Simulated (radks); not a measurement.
The sulfur anion S2-, [Ar], held by a Watson sphere: a shell of charge +2 at radius R that stands for the Madelung well of a crystal (potential energy -2/R inside, -2/r outside, in hartree with lengths in bohr). Calculated with a radial shooting solver on a logarithmic mesh with Libxc functionals: scalar-relativistic Kohn-Sham, PBEsol, spin-polarised, spherical densities, finite nucleus; Fermi nuclear charge, rms radius of each element as measured or else 0.836 A^(1/3) + 0.57 fm. Response by self-consistent Sternheimer equations with the Hartree and adiabatic LDA kernel, the relativistic mass of each level held fixed and spin-orbit coupling left out. The sphere does not respond.

R (bohr)  e(2p) (eV)  e(3s) (eV)  e(3p) (eV)  <r> 3p (bohr)  sum of <r^2> (bohr^2)  X-ray form factor at sin(theta)/lambda = 0.1 1/angstrom  alpha (bohr^3)
2.2          -153.16     -17.801      -8.021          2.119                  41.18                                                   15.466           25.83
2.59         -153.03     -16.690      -7.199          2.218                  44.80                                                   15.302           32.48
3.59         -152.31     -14.504      -5.268          2.432                  53.42                                                   14.979           58.42
3.66         -152.24     -14.382      -5.150          2.445                  54.00                                                   14.962           60.81
4.04         -151.89     -13.780      -4.552          2.511                  57.06                                                   14.874           75.40
4.1          -151.84     -13.694      -4.464          2.521                  57.54                                                   14.861           77.98
4.44         -151.53     -13.241      -3.997          2.576                  60.24                                                   14.796           94.18
